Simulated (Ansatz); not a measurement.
`F[Si@@H]1O[C@H]1[SiH3]` + CH₃SH → `CS[SiH3]` + `F[SiH]1CO1` at 400 K and 1 bar (ligand exchange at the Si–C bond).

Calculated with Ansatz (gas phase, PBE0-D4/def2-TZVP geometries, no zero-point term in ΔE). CCSD(T)/CBS is the MP2 limit (def2-TZVPP, def2-QZVPP) plus CCSD(T) − MP2 in def2-TZVPP, frozen cores. This one scheme is used for every species.

```tsv
species	CCSD(T)/CBS energy (Eh)	H − E (kJ/mol)	S (J/(mol·K))
`F[Si@@H]1O[C@H]1[SiH3]`	-794.22484	182.3	376.2
CH₃SH	-438.22835	138.7	269.4
`CS[SiH3]`	-728.52947	194.4	339.2
`F[SiH]1CO1`	-503.94479	132.9	308.3
```

H − E and S are ideal-gas, rigid-rotor, harmonic terms from PBE0-D4/def2-TZVP, for one conformer and one mirror image of each species. 1 Eh = 2625.50 kJ/mol, R = 8.31446 J/(mol·K).

Problem. By hand: ΔE, ΔH, ΔS and ΔG.

Solution. ΔE = (-728.52947) + (-503.94479) − (-794.22484) − (-438.22835) = -0.02107 Eh = -55.3 kJ/mol. Δ(H − E) = 194.4 + 132.9 − 182.3 − 138.7 = 6.3, so ΔH = -49.0 kJ/mol. ΔS = 339.2 + 308.3 − 376.2 − 269.4 = 1.9 J/(mol·K). ΔG = -49.0 − 400 × (1.9)/1000 = -49.8 kJ/mol.

Problem. By hand: the equilibrium constant, and the temperature at which ΔG would vanish if ΔH and ΔS stayed fixed.

Solution. log₁₀ K = −ΔG/(RT ln 10) = 6.5. ΔH and −TΔS have one sign here, so there is no such temperature. One of them is within its doubt of zero, so this could turn.

The number of gas molecules stays the same, so ΔS is small and ΔH decides. A doubt of 5 kJ/mol in ΔE shifts log₁₀ K by 0.7 here. Other conformers and mirror images would add mixing entropy, several J/(mol·K) or more a flexible species. These are equilibria of isolated gas molecules and say nothing of rates. Largest T1 diagnostic: 0.014 (customary marks: 0.02 for closed shells, 0.045 for open ones).
